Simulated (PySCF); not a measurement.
# C²⁺: excitation energy

C²⁺ [He] 2s2 (1S) → C²⁺ [He] 2s1 2p1 (3P), as a difference of total energies. Calculation: PySCF 2.14, in aug-cc-pwCVDZ (5s4p2d, 27 functions); no relativity, point nucleus. Correlated levels: valence: 1s2 frozen; valence and next inner shell: nothing frozen. The calculations carry no spin-orbit coupling.

```csv
method,excitation energy (eV)
UHF,4.736
LDA,5.810
PBE,5.712
PBE0,5.651
r2SCAN,5.161
B2PLYP,5.895
BHandHLYP,5.770
M06-2X,6.451
TPSSh,5.697
MP2 (valence),5.790
SCS-MP2 (valence),6.060
MP2 (valence and next inner shell),5.812
SCS-MP2 (valence and next inner shell),6.081
```

Question: How much does correlation contribute at MP2 (valence and next inner shell)?

Answer: 5.812 − (4.736) = 1.076 eV, measured against UHF.

A first-order spin-orbit estimate (lowest level to lowest level, LS coupling) adds -0.006 eV.
